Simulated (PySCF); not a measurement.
Harmonic spectrum computed at PBE in the def2-SVP basis family (core potentials from Rb on, PySCF, no spin–orbit coupling):

| ω (cm⁻¹) | IR (km/mol, summed over degenerate members) | degeneracy |
| --- | --- | --- |
| 73 | 0.0 | 1 |
| 105 | 21.2 | 2 |
| 114 | 0.0 | 1 |
| 132 | 3.3 | 1 |
| 276 | 0.0 | 1 |
| 311 | 0.0 | 1 |
| 414 | 4.7 | 2 |

Which molecule gave it? In each, all ligands are bound to the one heavy central atom.
A. TeCl₄ (singlet)
B. MnCl₄ (quartet)
C. CuCl₄ (doublet)
D. CCl₄ (singlet)

C. It has D4h symmetry with Cu–Cl 2.173 Å (×4).
